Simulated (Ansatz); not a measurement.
**Abstraction of Br: GeH2(CH3)Br + InH2 → GeH2(CH3) + InH2Br**

Species: GeH2(CH3)Br, singlet; InH2 `[InH2]`, doublet; GeH2(CH3), doublet; InH2Br `[Br][InH2]`, singlet. A radical takes Br: the energy is the difference in strength between the Ge–Br bond broken and the In–Br bond made.

Shapes, held fixed at every level: PBE0-D4/def2-TZVP. Programs: Ansatz 0.2.0. The zero-point and thermal change to 298 K, harmonic and unscaled (PBE0-D4/def2-TZVP), is +0.6 kJ/mol.

| level | kind | ΔH(298 K) (kJ/mol) | less CCSD(T)/def2-TZVPP | CPU time (sum over the molecules) |
| --- | --- | --- | --- | --- |
| HF/def2-SVP | Hartree–Fock | -5.4 | -7.2 | – |
| PBE-D4/def2-TZVPP | GGA | +2.8 | +1.0 | 17 s |
| BHLYP-D4/def2-TZVPP | global hybrid | +1.2 | -0.6 | 23 s |
| wB97M-V/def2-TZVPP | range-separated hybrid | -1.4 | -3.2 | 79 s |
| wB97X-V/def2-TZVPP | range-separated hybrid | -0.7 | -2.5 | 59 s |
| B2PLYP/def2-TZVPP | double hybrid | +0.3 | -1.5 | 34 s |
| MP2/def2-TZVPP | perturbation theory | +1.0 | -0.8 | – |
| CCSD(T)/def2-TZVPP | coupled cluster or CI | +1.8 | 0.0 | 8 min |

The highest level, CCSD(T)/def2-TZVPP, gives ΔH(298 K) = +1.8 kJ/mol; the levels span -5.4 to +2.8. That is about zero within the method's error. They disagree on the sign: 5 of 8 are positive. The column of differences is taken from that level and isn't an error. No measured value is set beside it here. Open shells run unrestricted unless RO is named. For atoms past krypton def2 sets carry core potentials with scalar relativity. Relativity is left out for Br, Ge unless named. Correlated rows may include outer-core shells of Br, Ge, In, which these sets cover unevenly. Times are processor times on shared x86 and Arm servers, and rough.
